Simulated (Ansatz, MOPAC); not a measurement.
Molecule: C3H4Cl, net charge -1, singlet state. SMILES: [CH2-]/C=C/Cl

Atoms: C1, C2, C3, Cl4, H5, H6, H7, H8. Bonds: C1-C2, C1-H5, C1-H6, C2-C3, C2-H7, C3-Cl4, C3-H8.

Bond lengths (Å) and angles (degrees) optimised at PM3 with MOPAC; PM6 with MOPAC; PM7 with MOPAC; HF/3-21G with Ansatz (an electronic-structure program); HF/6-31G* with Ansatz; MP2/6-31G* with Ansatz, each started from the B3LYP-D3(BJ)/def2-TZVP structure (Ansatz) of the last column. A row stands for all coordinates that are equal there; 10 of 16 kinds are shown. 6-31G* holds six Cartesian d functions. No wavenumbers were computed at MP2/6-31G*, so these may be saddle points.

```tsv
coordinate	PM3	PM6	PM7	HF/3-21G	HF/6-31G*	MP2/6-31G*	B3LYP-D3(BJ)/def2-TZVP
C1-C2	1.365	1.370	1.370	1.335	1.345	1.379	1.379
C1-H5	1.080	1.061	1.060	1.076	1.079	1.087	1.083
C1-H6	1.080	1.063	1.062	1.077	1.080	1.089	1.086
C2-C3	1.376	1.376	1.371	1.464	1.443	1.409	1.396
C2-H7	1.098	1.099	1.098	1.075	1.082	1.097	1.092
C3-Cl4	1.715	1.770	1.758	2.192	1.948	1.829	1.833
C3-H8	1.084	1.057	1.050	1.087	1.083	1.090	1.084
C1-C2-C3	125.3	126.3	125.4	126.0	128.4	129.6	130.1
C2-C3-Cl4	118.8	118.5	118.0	102.0	108.2	115.0	116.4
C2-C1-H5	122.2	122.7	123.0	121.7	121.4	120.9	120.6
```

Mean signed difference of all 7 bond lengths from B3LYP-D3(BJ)/def2-TZVP: PM3 -0.022 Å, PM6 -0.023 Å, PM7 -0.026 Å, HF/3-21G 0.050 Å, HF/6-31G* 0.015 Å, MP2/6-31G* 0.004 Å.
